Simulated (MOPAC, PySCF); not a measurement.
HBCl2, SMILES `B(Cl)Cl`, neutral singlet in the gas phase. 

Z-matrix (Å, degrees):
```
B
H 1 1.1816
Cl 1 1.7421 2 119.57
Cl 1 1.7421 2 119.57 3 180.00
```
Charge 0, spin multiplicity 1.

All levels are single points at this geometry (B3LYP-D3(BJ)/def2-TZVP); Pople sets use spherical d functions. Orbital energies aren't observables, and empty levels follow the basis.

```json
[
 {"level": "ωB97X-D3(BJ)/def2-TZVP in PySCF", "HOMO (eV)": "-11.78", "LUMO (eV)": "0.45", "gap (eV)": "12.24", "dipole (D)": "0.54", "vertical IE, Delta-SCF (eV)": "–"},
 {"level": "B3LYP/3-21G in PySCF", "HOMO (eV)": "-9.16", "LUMO (eV)": "-2.11", "gap (eV)": "7.05", "dipole (D)": "0.80", "vertical IE, Delta-SCF (eV)": "–"},
 {"level": "B3LYP/6-311+G** in PySCF", "HOMO (eV)": "-9.10", "LUMO (eV)": "-2.03", "gap (eV)": "7.07", "dipole (D)": "0.57", "vertical IE, Delta-SCF (eV)": "–"},
 {"level": "B3LYP/LANL2DZ in PySCF", "HOMO (eV)": "-9.13", "LUMO (eV)": "-2.08", "gap (eV)": "7.05", "dipole (D)": "0.88", "vertical IE, Delta-SCF (eV)": "–"},
 {"level": "BP86/6-31G* in PySCF", "HOMO (eV)": "-7.90", "LUMO (eV)": "-2.66", "gap (eV)": "5.24", "dipole (D)": "0.46", "vertical IE, Delta-SCF (eV)": "–"},
 {"level": "PBE/6-31G* in PySCF", "HOMO (eV)": "-7.79", "LUMO (eV)": "-2.59", "gap (eV)": "5.20", "dipole (D)": "0.45", "vertical IE, Delta-SCF (eV)": "–"},
 {"level": "SVWN5/6-31G* in PySCF", "HOMO (eV)": "-7.86", "LUMO (eV)": "-2.81", "gap (eV)": "5.04", "dipole (D)": "0.44", "vertical IE, Delta-SCF (eV)": "–"},
 {"level": "HF/3-21G in PySCF", "HOMO (eV)": "-12.88", "LUMO (eV)": "1.63", "gap (eV)": "14.51", "dipole (D)": "1.34", "vertical IE, Delta-SCF (eV)": "–"},
 {"level": "HF/STO-3G in PySCF", "HOMO (eV)": "-11.30", "LUMO (eV)": "4.88", "gap (eV)": "16.18", "dipole (D)": "1.31", "vertical IE, Delta-SCF (eV)": "–"},
 {"level": "AM1 in MOPAC", "HOMO (eV)": "-11.67", "LUMO (eV)": "-0.09", "gap (eV)": "11.58", "dipole (D)": "1.18", "vertical IE, Delta-SCF (eV)": "–"},
 {"level": "PM3 in MOPAC", "HOMO (eV)": "-10.34", "LUMO (eV)": "-0.27", "gap (eV)": "10.07", "dipole (D)": "0.05", "vertical IE, Delta-SCF (eV)": "–"},
 {"level": "PM6 in MOPAC", "HOMO (eV)": "-11.03", "LUMO (eV)": "-0.61", "gap (eV)": "10.42", "dipole (D)": "0.98", "vertical IE, Delta-SCF (eV)": "–"},
 {"level": "PM7 in MOPAC", "HOMO (eV)": "-11.25", "LUMO (eV)": "-1.59", "gap (eV)": "9.66", "dipole (D)": "1.24", "vertical IE, Delta-SCF (eV)": "–"}
]
```
